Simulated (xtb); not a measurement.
HN (SMILES [NH]), triplet, from a rough starting geometry.

xtb was given this input:
```
$ xtb mol.xyz --gfn 2 --uhf 2 --opt vtight --json

# file mol.xyz
2

N     -0.00628402    -0.02816215     0.49704556
H     -0.03653407     0.01230242    -0.52889988
```

Problem. What does this run give for the dipole moment, total energy at the end of the optimisation?

Solution. 
```json
{
  "dipole_moment": "1.71 D",
  "total_energy_at_the_end_of_the_optimisation": "-3.2017 Eh"
}
```
